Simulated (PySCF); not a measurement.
# An excited-state table with gaps

Compound: C2H7BO.
SMILES: `BCOC`

Level of theory: PySCF 2.14.0, density-fitted response routines, TDDFT wB97X-D/def2-SVPD, vertical, gas phase, core orbitals frozen in the response. The structure is a single PBE0-D3(BJ)/def2-SVP conformer in the gas phase; no vibrational or solvent corrections. Torsions of this conformer, `[BH2:1][CH2:2][O:3][CH3:4]`: B1–C2–O3–C4 -177°.

Orbital energies (eV): HOMO-3 -11.79, HOMO-2 -11.55, HOMO-1 -10.73, HOMO -9.51, LUMO 0.61, LUMO+1 2.09, LUMO+2 2.68.

Lowest singlets, with some entries withheld (?). The highest level found (9.00 eV, f 0.063 so far) is left out, since the window may have cut off a degenerate partner. Orbitals of the list HOMO-3 to LUMO+2 that lie within 0.01 eV of each other are written together with a slash and their weights summed (≥ marks a lower bound); for degenerate orbitals outside that list single weights are arbitrary.

```csv
state,E (eV),f,"main configurations (H = HOMO, L = LUMO)"
S1,5.72,0.017,H→L (98%)
S2,5.99,0.0007,"H-1→L (83%), H-3→L (15%)"
S3,6.32,?,H-2→L (98%)
S4,7.36,0.039,?
S5,7.83,?,?
S6,?,?,?
S7,?,0.015,"H-1→L+1 (71%), H-1→L+2 (8%)"
S8,?,0.024,H→L+5 (72%)
S9,8.93,0.017,"H→L+3 (53%), H→L+6 (16%), H→L+1 (10%)"
```

What stands in place of each question mark?

- S3: f = 0.0001
- S4: H→L+1 (65%), H→L+2 (24%)
- S5: f = 0.0062; H-3→L (77%), H-1→L (16%)
- S6: E = 8.39 eV; f = 0.0025; H→L+2 (60%), H→L+3 (23%), H→L+1 (10%)
- S7: E = 8.71 eV
- S8: E = 8.71 eV

How far apart are S4 and S6, in eV and cm⁻¹?

8.388 − 7.358 = 1.030 eV, or about 8310 cm⁻¹.

Where do the lowest triplets lie (Tamm–Dancoff)?

T1 5.47 eV, H-1→L (58%), H→L (18%), H-3→L (15%); T2 5.51 eV, H→L (78%), H-1→L (12%); T3 5.72 eV, H-2→L (89%); T4 7.27 eV, H→L+1 (61%), H→L+2 (23%). E(S1) − E(T1) = +0.25 eV.

What is the vertical ionisation energy by ΔSCF at this level?

10.01 eV; −ε(HOMO) is 9.51 eV.
